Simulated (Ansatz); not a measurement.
Isolated molecules relaxed with PBE0-D4/def2-TZVP in Ansatz; ΔE leaves out vibrations. CCSD(T)/CBS adds triple-zeta CCSD(T) − MP2 to the extrapolated MP2 energy (def2 sets, frozen cores). DFT in def2-TZVPP. HSE06 is defined as in plane-wave codes. Elements past krypton have def2 core potentials. For Br, In, Zr outer-core shells are correlated without core-valence functions, which leaves a few kJ/mol of doubt a bond. Scalar relativity is left out up to krypton. One conformer a species, not always the lowest.

`[OH][Zr]([OH])([OH])[Cl]` + `[Cl][In]([Br])[Br]` → `[OH][Zr]([OH])([Cl])[Br]` + `[OH][In]([Cl])[Br]`  (redistribution)

`[OH][Zr]([OH])([OH])[Cl]`:

```xyz
8

O    -0.154    1.710   -0.643
Zr    0.182    0.057    0.257
O    -1.468   -0.726    0.824
O     1.109   -1.144   -0.906
Cl    1.535    0.479    2.170
H    -0.201    2.424   -1.271
H    -2.383   -0.914    1.008
H     1.382   -1.885   -1.439
```

`[Cl][In]([Br])[Br]`:

Cartesian coordinates in Å:
```
Cl -0.020 2.076 1.041
In 0.000 0.020 0.010
Br 1.606 -0.410 -1.767
Br -1.585 -1.686 0.717
```

`[OH][Zr]([OH])([Cl])[Br]`:

```xyz
7

O     1.091    0.481    1.205
Zr   -0.263   -0.281    0.125
O    -0.149    0.373   -1.647
Cl    0.013   -2.620    0.093
Br   -2.511    0.328    1.080
H     1.807    0.937    1.638
H     0.012    0.782   -2.493
```

`[OH][In]([Cl])[Br]`:

```xyz
5

O     1.022    0.838   -0.866
In   -0.296   -0.024    0.304
Cl   -0.624   -2.301    0.090
Br   -1.540    1.281    1.929
H     1.438    0.205   -1.458
```

```tsv
level	ΔE (kcal/mol)	difference from CCSD(T)/CBS
LDA (SPW92)	15.2	0.3
revPBE-D4	14.2	-0.7
PBE0-D4	15.9	1.0
r2SCANh-D4	15.4	0.5
CAM-B3LYP-D4	17.0	2.1
ωB97X-V	16.2	1.3
r2SCAN	14.8	-0.1
HSE06	15.8	0.9
RPA@PBE/def2-TZVPP	13.1	-1.8
CCSD/def2-SVP	19.6	4.7
CCSD(T)/def2-SVP	18.7	3.8
CCSD/def2-TZVPP	15.6	0.7
CCSD(T)/def2-TZVPP	14.4	-0.5
MP2/def2-QZVPP	14.3	-0.6
HF/CBS(def2)	18.6	3.7
MP2/CBS(def2)	14.6	-0.3
CCSD(T)/CBS	14.9	0
```

Largest T1 diagnostic among the species: 0.016.

From r2SCAN to r2SCAN0 (25 % exact exchange), in def2-TZVPP and without D4, ΔE moves by +1.4 kcal/mol. Leaving LDA and LC-ωPBE aside and taking each functional with its dispersion term where it has one, the values, not all of them listed here, spread over 3.4 kcal/mol, from revPBE-D4 to BHLYP-D4. LDA lies +0.8 kcal/mol from PBE without D4.
